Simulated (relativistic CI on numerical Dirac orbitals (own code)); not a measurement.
**d1 in a ligand field**

Computed with a parametric ligand-field model of a d^n configuration (Racah B and C, spin-orbit zeta, crystal field), exact diagonalisation.

Field parameters in Wybourne normalisation: D3d B²₀ = −7Dσ, B⁴₀ = −14Dq − 21Dτ, B⁴₃ = −14√(10/7) Dq; D4h B²₀ = −7Ds, B⁴₀ = 21(Dq − Dt), B⁴₄ = 21√(5/14) Dq; Oh B⁴₀ = 21Dq, B⁴₄ = √(5/14) B⁴₀. The field is a parameter set, without covalency.

Ground term and bands for B = 660, C = 2790, ζ = 0 cm⁻¹, D4h, 10Dq = 25700, Ds = 310, Dt = -90 cm⁻¹?

Ground term 2E with 0.00 electrons in the two orbitals of the cubic e set. Spin-allowed: 2B2 1380 cm⁻¹, 2A1 26290 cm⁻¹ (380 nm), 2B1 27080 cm⁻¹ (369 nm). Lowest spin-forbidden: none.

Ground term and bands for B = 740, C = 3720, ζ = 0 cm⁻¹, Oh, 10Dq = 5500 cm⁻¹?

Ground term 2T2 with 0.00 electrons in the two orbitals of the cubic e set. Spin-allowed: 2E 5500 cm⁻¹ (1818 nm). Lowest spin-forbidden: none.

Ground term and bands for B = 780, C = 3810, ζ = 0 cm⁻¹, Oh, 10Dq = 7250 cm⁻¹?

Ground term 2T2 with 0.00 electrons in the two orbitals of the cubic e set. Spin-allowed: 2E 7250 cm⁻¹ (1379 nm). Lowest spin-forbidden: none.

Ground term and bands for B = 720, C = 3220, ζ = 0 cm⁻¹, Oh, 10Dq = 14450 cm⁻¹?

Ground term 2T2 with 0.00 electrons in the two orbitals of the cubic e set. Spin-allowed: 2E 14450 cm⁻¹ (692 nm). Lowest spin-forbidden: none.

Ground term and bands for B = 510, C = 2120, ζ = 0 cm⁻¹, D3d, 10Dq = 15750, Dσ = -1200, Dτ = 70 cm⁻¹?

Ground term 2E with 0.01 electrons in the two orbitals of the cubic e set. Spin-allowed: 2A1 3334 cm⁻¹ (2999 nm), 2E 17468 cm⁻¹ (572 nm). Lowest spin-forbidden: none.
